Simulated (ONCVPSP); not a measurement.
# tungsten (W), ONCV: configuration errors across variants

| Item | Value |
| --- | --- |
| Element | tungsten |
| Generator | ONCVPSP 4.0.1 |
| Type | optimised norm-conserving Vanderbilt (ONCV) |
| Functional | LDA (Perdew-Wang 92) |
| Relativity | scalar-relativistic |
| Frozen core | [Kr] 4d10 4f14 |
| Valence charge | 14 |
| Reference configuration | 5s2 5p6 5d4 6s2 |
| Partial waves | 5s+6s: rc 1.70 bohr, ncon 5, nbas 8, qcut 7.3 1/bohr, 2 projectors; 5p: rc 2.10 bohr, ncon 3, nbas 6, qcut 6.8 1/bohr, 1 projector; 5d: rc 2.60 bohr, ncon 4, nbas 9, qcut 6.2 1/bohr, 3 projectors, debl 2.3 Ha |
| Local potential | polynomial inside 1.65 bohr (lpopt 5, dvloc0 0 Ha) |
| Core correction | Teter function, fcfact 2, rcfact 1.6 |

All-electron excitation energies from the reference (eV): (1) 5s2 5p6 5d4 6s1 9.125; (2) 5s2 5p6 5d4 6s0 25.144; (3) 5s2 5p6 5d3 6s0 50.849; (4) 5s2 5p6 5d5 6s1 1.543.

Errors AE − PS in meV (a dash: test not solved or not reliable):

```tsv
change	(1)	(2)	(3)	(4)	bound ghosts	GHOST(+) flags above zero
base	-2.7	-6.9	-13	-3.2	none	s
d: rc 1.76	-3.0	-7.6	-15	-7.7	none	s
d: rc 2.14	-2.9	-6.9	-10	-9.4	none	s
d: rc 2.54	-2.8	-6.9	-13	-3.9	none	s
d: rc 2.86	-2.6	-7.0	-9.2	+1.1	none	s
d: rc 3.14	-2.6	-8.4	-3.2	+7.4	none	s
d: rc 3.72	-4.8	-26	+22	+34	none	s
```

Question: Give the same row for: d: rc 3.44.

Answer: -3.0, -13, +5.8, +17; bound ghosts: none; GHOST(+) flags above zero: s.
